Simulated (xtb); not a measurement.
C3H3F3, SMILES C1(F)(F)[C@H](C1)F. All values are semi-empirical tight-binding results from xtb (GFN2-xTB unless named), good for trends rather than for accurate numbers. Coordinates come from a GFN2-xTB optimisation. The structure was generated by enumeration; whether it is a known compound was not checked.

Optimised geometry:

Bonds (Å): F1–C2 1.354, C2–C3 1.511, C2–C4 1.495, C2–H7 1.083, C3–C4 1.492, C3–H8 1.078, C3–H9 1.080, C4–F5 1.339, C4–F6 1.348. Angles (°): F1–C2–C3 118.1, F1–C2–C4 119.0, F1–C2–H7 111.2, C3–C2–C4 59.5, C3–C2–H7 120.9, C4–C2–H7 119.4, C2–C3–C4 59.7, C2–C3–H8 118.6, C2–C3–H9 116.8, C4–C3–H8 118.8, C4–C3–H9 116.2, H8–C3–H9 115.4, C2–C4–C3 60.8, C2–C4–F5 121.8, C2–C4–F6 118.5, C3–C4–F5 120.6, C3–C4–F6 119.8, F5–C4–F6 108.8.
Charge 0, spin multiplicity 1.

- orbital gap: 9.30 eV
- dipole moment: 2.94 D
- zero-point energy: 35.0 kcal/mol
- G − E(el) at 298.15 K (modified RRHO): 16.8 kcal/mol
- static polarisability (D4 model): 37.3 bohr³
- solvation energy, GFN2-xTB/ALPB(water): -3.2 kcal/mol
- solvation energy, GFN2-xTB/ALPB(chcl3): -4.1 kcal/mol

Computed IR lines (harmonic; lines under 4 % of the strongest left out, lines within 3 cm⁻¹ merged):
ν (cm⁻¹): 427 (w), 446 (w), 555 (w), 736 (w), 835 (w), 944 (m), 1081 (w), 1148 (w), 1186 (vs), 1257 (m), 1456 (s) (against the strongest line: vs over 80 %, s over 45 %, m over 15 %, w over 4 %, vw less)

**Question.** Give the atomic charges and the Wiberg bond orders between heavy atoms. (The exact figures need the calculation; the answer reports its results.)

**Answer.** charges (e) F1 -0.21, C2 0.13, C3 -0.11, C4 0.33, F5 -0.20, F6 -0.21, H7 0.08, H8 0.09, H9 0.10. Bond orders F1–C2 0.96, C2–C3 0.94, C2–C4 0.93, C3–C4 0.94, C4–F5 0.96, C4–F6 0.94.
